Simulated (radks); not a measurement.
Removal energies from the krypton ion Kr7+, [Ar] 3d10 4s1, by Delta-SCF beside the eigenvalue of the level emptied. Method: scalar-relativistic Kohn-Sham, PBE, spin-polarised, spherical densities, finite nucleus; Fermi nuclear charge, rms radius of each element as measured or else 0.836 A^(1/3) + 0.57 fm; computed with a radial shooting solver on a logarithmic mesh with Libxc functionals. Open shells are filled with parallel spins first.

removed from    final configuration  Delta-SCF (eV)  -eigenvalue (eV)
4s                        [Ar] 3d10          127.32            119.50
3d                     [Ar] 3d9 4s1          211.13            193.72
3p            [Ne] 3s2 3p5 3d10 4s1          325.32            307.93
3s            [Ne] 3s1 3p6 3d10 4s1          394.39            376.82
